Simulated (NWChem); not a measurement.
C2H4GeO; SMILES [GeH2]1[CH]=C[O]1

```xyz
8

C      0.0187    -1.5838     0.0000
C      1.1546    -0.8492     0.0000
Ge     0.0054     0.6884     0.0000
O     -1.1055    -0.8304     0.0000
H     -0.1176    -2.6740     0.0000
H      2.1962    -1.1597     0.0000
H     -0.2240     1.5228    -1.2705
H     -0.2240     1.5228     1.2705
```
Atoms are numbered in this order, from 1.

Program: NWChem. Pople sets run with spherical d functions. Coordinates come from a PBE0/def2-SVP optimisation. Level B3LYP/6-31G*: energy and gradient on several grids; changes count from the extra-fine grid, which is no exact limit either.

**Question.** Which is the coarsest grid (xfine; fine; coarse; medium; xcoarse) from which on the energy stays within 100 μHa and each gradient component within 200 μHa/bohr of xfine?

**Answer.** medium.
```
grid     size of the energy change (μHa)  largest change of a gradient component (μHa/bohr)
-------  -------------------------------  -------------------------------------------------
xcoarse                             2000                                              10000
coarse                                70                                               1000
medium                                30                                               < 30
fine                                < 10                                               < 30
xfine                               < 10                                               < 30
```
